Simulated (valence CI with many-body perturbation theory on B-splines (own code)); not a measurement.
Pb XXXIV: M1 decay

Method: configuration interaction combined with many-body perturbation theory (CI+MBPT): three valence electrons over a frozen Dirac-Fock core [Kr] 4d10, radial functions for each j: 8 s, 8 p, 9 d, 9 f, 6 g, 3 h, 2 i, with the one-electron correlation potential Σ1 (screened to all orders), the two-electron term Σ2, the three-electron term Σ3, Breit, model QED; selected single and double excitations, second order for the rest (own B-spline code, finite nucleus).

No measured spectrum was set against this ion. As an estimate, large intervals hold to a few tenths of a per cent, small ones and those within an open d or f shell to about a per cent. Core correlation moves these levels by up to 7400 cm⁻¹, and in measured spectra 5 to 20 % of such shifts remained as error; rates that hang on mixing are uncertain with them. The list stops below the first excitations out of the core. Only levels of the ground parity were solved; by the run's estimate the other parity begins above the list, which can be wrong where configurations are misplaced.

Lines 51 to 100 of 120 in falling wavelength, among levels below 1596500 cm⁻¹, chosen from the decays that carry over 1 % of a level's rate. Wavelengths and rates use the calculated energies. Weak lines are less certain than strong ones. Lines between different terms over intervals too small for the method are left out, as are lines whose strength nearly cancels.

Levels are named by their leading jj configuration (3d3/2^4 stands for four electrons in 3d with j = 3/2), which in mixed levels can hold well under half, so a name can repeat and another be missing. Letters in brackets count levels of one name in rising energy.

```csv
λ vac (Å),Upper,Lower,Type,A (s⁻¹),Branch %
1849,(4f5/2 4f7/2^2) J=7/2 [a],(4f5/2^2 4f7/2) J=5/2 [a],M1,3.13e+03,70.5
1844,(4f7/2^3) J=15/2,(4f5/2 4f7/2^2) J=15/2,M1,1.86e+03,28.0
1814,(4f5/2^2 4f7/2) J=3/2 [b],(4f5/2^3) J=5/2,M1,7.83e+02,45.5
1799,(4f5/2 4f7/2^2) J=7/2 [b],(4f5/2 4f7/2^2) J=9/2 [a],M1,9.82e+01,4.6
1756,(4f5/2 4f7/2^2) J=5/2 [a],(4f5/2^2 4f7/2) J=7/2 [b],M1,3.28e+02,9.0
1714,(4f5/2 4f7/2^2) J=3/2 [b],(4f5/2^2 4f7/2) J=5/2 [b],M1,6.15e+02,9.0
1713,(4f7/2^3) J=9/2,(4f5/2 4f7/2^2) J=7/2 [a],M1,2.57e+03,39.5
1701,(4f5/2^2 4f7/2) J=5/2 [b],(4f5/2^3) J=5/2,M1,9.73e+02,40.0
1664,(4f7/2^3) J=9/2,(4f5/2 4f7/2^2) J=9/2 [b],M1,1.11e+03,17.0
1647,(4f5/2 4f7/2^2) J=13/2 [b],(4f5/2 4f7/2^2) J=13/2 [a],M1,3.68e+02,17.7
1642,(4f5/2 4f7/2^2) J=13/2 [b],(4f5/2^2 4f7/2) J=11/2 [b],M1,5.45e+02,26.2
1613,(4f5/2 4f7/2^2) J=3/2 [b],(4f5/2^2 4f7/2) J=3/2 [b],M1,1.99e+03,29.1
1605,(4f5/2 4f7/2^2) J=3/2 [b],(4f5/2^2 4f7/2) J=1/2,M1,2.59e+03,37.9
1552,(4f5/2 4f7/2^2) J=3/2 [a],(4f5/2^2 4f7/2) J=3/2 [a],M1,3.42e+03,80.3
1530,(4f5/2 4f7/2^2) J=3/2 [a],(4f5/2^2 4f7/2) J=5/2 [a],M1,5.44e+02,12.8
1527,(4f5/2 4f7/2^2) J=15/2,(4f5/2^2 4f7/2) J=13/2,M1,1.94e+03,61.3
1522,(4f5/2 4f7/2^2) J=9/2 [c],(4f5/2^2 4f7/2) J=7/2 [b],M1,2.22e+03,56.1
1497,(4f5/2 4f7/2^2) J=9/2 [b],(4f5/2^2 4f7/2) J=9/2,M1,2.32e+03,51.1
1460,(4f5/2 4f7/2^2) J=7/2 [a],(4f5/2^2 4f7/2) J=9/2,M1,4.97e+01,1.1
1414,(4f5/2 4f7/2^2) J=5/2 [b],(4f5/2^2 4f7/2) J=5/2 [b],M1,3.12e+03,32.3
1393,(4f5/2 4f7/2^2) J=11/2 [a],(4f5/2^2 4f7/2) J=13/2,M1,4.07e+02,16.1
1366,(4f5/2^2 4f7/2) J=9/2,(4f5/2^3) J=9/2,M1,2.73e+03,95.6
1365,(4f5/2 4f7/2^2) J=5/2 [a],(4f5/2^2 4f7/2) J=7/2 [a],M1,1.41e+03,38.6
1361,(4f5/2 4f7/2^2) J=7/2 [b],(4f5/2^2 4f7/2) J=7/2 [b],M1,2.01e+02,9.5
1345,(4f5/2 4f7/2^2) J=5/2 [b],(4f5/2^2 4f7/2) J=3/2 [b],M1,1.55e+03,16.1
1343,(4f5/2 4f7/2^2) J=5/2 [a],(4f5/2^2 4f7/2) J=3/2 [a],M1,1.02e+03,27.9
1338,(4f7/2^3) J=15/2,(4f5/2 4f7/2^2) J=13/2 [a],M1,4.32e+03,64.7
1327,(4f5/2 4f7/2^2) J=11/2 [a],(4f5/2^2 4f7/2) J=9/2,M1,1.43e+03,56.6
1327,(4f5/2 4f7/2^2) J=5/2 [a],(4f5/2^2 4f7/2) J=5/2 [a],M1,4.33e+02,11.8
1320,(4f5/2^2 4f7/2) J=11/2 [b],(4f5/2^2 4f7/2) J=11/2 [a],M1,3.81e+02,29.0
1317,(4f5/2 4f7/2^2) J=13/2 [a],(4f5/2^2 4f7/2) J=11/2 [a],M1,5.00e+03,89.4
1313,(4f7/2^3) J=9/2,(4f5/2 4f7/2^2) J=9/2 [a],M1,1.19e+03,18.3
1279,(4f5/2 4f7/2^2) J=9/2 [a],(4f5/2^2 4f7/2) J=11/2 [a],M1,2.36e+02,12.5
1273,(4f7/2^3) J=9/2,(4f5/2^2 4f7/2) J=11/2 [b],M1,6.99e+02,10.8
1260,(4f5/2^2 4f7/2) J=1/2,(4f5/2^3) J=3/2,M1,1.93e+03,88.6
1255,(4f5/2^2 4f7/2) J=3/2 [b],(4f5/2^3) J=3/2,M1,1.80e+02,10.4
1202,(4f5/2 4f7/2^2) J=13/2 [b],(4f5/2^2 4f7/2) J=15/2,M1,4.47e+02,21.5
1200,(4f5/2^2 4f7/2) J=5/2 [b],(4f5/2^3) J=3/2,M1,1.22e+03,50.3
1147,(4f5/2 4f7/2^2) J=1/2,(4f5/2^2 4f7/2) J=3/2 [a],M1,3.94e+02,14.7
1130,(4f5/2 4f7/2^2) J=17/2,(4f5/2^2 4f7/2) J=15/2,M1,1.21e+03,65.3
1114,(4f5/2 4f7/2^2) J=7/2 [b],(4f5/2^2 4f7/2) J=7/2 [a],M1,3.77e+01,1.8
1114,(4f5/2^2 4f7/2) J=7/2 [a],(4f5/2^3) J=9/2,M1,4.97e+02,89.4
1088,(4f5/2 4f7/2^2) J=7/2 [b],(4f5/2^2 4f7/2) J=5/2 [a],M1,5.72e+01,2.7
1076,(4f5/2 4f7/2^2) J=5/2 [b],(4f5/2^2 4f7/2) J=7/2 [b],M1,2.03e+03,21.0
1069,(4f5/2 4f7/2^2) J=5/2 [a],(4f5/2^3) J=5/2,M1,5.87e+01,1.6
1064,(4f7/2^3) J=9/2,(4f5/2^2 4f7/2) J=7/2 [b],M1,2.21e+02,3.4
1061,(4f5/2 4f7/2^2) J=9/2 [b],(4f5/2^2 4f7/2) J=11/2 [a],M1,6.73e+02,14.8
1054,(4f5/2 4f7/2^2) J=11/2 [b],(4f5/2^2 4f7/2) J=13/2,M1,2.29e+02,8.1
1015,(4f5/2 4f7/2^2) J=11/2 [b],(4f5/2^2 4f7/2) J=9/2,M1,2.75e+02,9.8
1010,(4f5/2 4f7/2^2) J=3/2 [b],(4f5/2^2 4f7/2) J=5/2 [a],M1,1.14e+03,16.7
```
